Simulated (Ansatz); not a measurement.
Input and output for C2H3BClNO, SMILES `CB(Cl)N=C=O`.

```yaml
crystal:
  periodic: [false, false, false]
  atoms:
    - {symbol: C, position_ang: [0.340125, -1.447990, -0.153245]}
    - {symbol: B, position_ang: [0.372467, 0.104922, -0.189830]}
    - {symbol: Cl, position_ang: [1.731502, 0.932388, -0.965096]}
    - {symbol: N, position_ang: [-0.660342, 0.899520, 0.363913]}
    - {symbol: C, position_ang: [-1.112362, 1.989161, 0.589466]}
    - {symbol: O, position_ang: [-1.620347, 2.998397, 0.848203]}
    - {symbol: H, position_ang: [0.221822, -1.831172, -1.173383]}
    - {symbol: H, position_ang: [-0.474522, -1.839304, 0.456468]}
    - {symbol: H, position_ang: [1.290158, -1.852222, 0.206405]}
basis:
  gaussian: {orbitals: cc-pVDZ}
hamiltonian: {xc: {name: wB97}, pseudopotentials: {relativity: scalar}}
output: {forces: true}
```

```sh
$ ansatz run in.yaml --threads 4 --pin off --events-out ev --progress --plain --max-ram 10444MiB
```

Output, abridged:

```
Functional definition: wB97
1285 factors; their error is unknown
360 factors; integrals over basis functions are off by at most 1.8e-5 eV
mean field evaluation 1: about -18893.2570 eV, gradient 4.7e1 eV
mean field evaluation 2: about -18894.4760 eV, gradient 4.3e1 eV
mean field evaluation 4: about -18897.5842 eV, gradient 2.6e0 eV
mean field evaluation 8: about -18897.6033 eV, gradient 3.8e-2 eV
mean field evaluation 16: about -18897.5392 eV, gradient 4.2e-5 eV
mean field -18897.53922183 eV, -694.4717571900 hartree, gradient 4.2e-5 eV, S^2 0.000000; 0 other end points of the search recorded, 0 dependent functions left out
reference -18897.53921411 eV, -694.4717569063 hartree; 26, 26 occupied and 77, 77 virtual orbitals, 1285 factors
Total energy: -18897.53921411 eV, -694.4717569063 hartree
Relativity: scalar
Atom 0 at     0.340125    -1.447990    -0.153245 Å, force     0.011925     0.005285    -0.010627 eV/Å
Atom 1 at     0.372467     0.104922    -0.189830 Å, force     0.149374    -0.057305    -0.081220 eV/Å
Atom 2 at     1.731502     0.932388    -0.965096 Å, force     0.202232     0.112099    -0.115497 eV/Å
Atom 3 at    -0.660342     0.899520     0.363913 Å, force     0.034888    -0.812255    -0.002070 eV/Å
Atom 4 at    -1.112362     1.989161     0.589466 Å, force     0.015389     0.268434    -0.014692 eV/Å
Atom 5 at    -1.620347     2.998397     0.848203 Å, force    -0.402107     0.775530     0.205263 eV/Å
Atom 6 at     0.221822    -1.831172    -1.173383 Å, force    -0.033612    -0.080384    -0.277710 eV/Å
Atom 7 at    -0.474522    -1.839304     0.456468 Å, force    -0.254922    -0.110976     0.190800 eV/Å
Atom 8 at     1.290158    -1.852222     0.206405 Å, force     0.276832    -0.100428     0.105753 eV/Å
Dipole moment:    -0.053178    -0.330439     0.027629 e Å
```

Run time 2.7 s (4 threads of an Arm Neoverse V1 on a shared host); peak host memory 0.22 GiB.
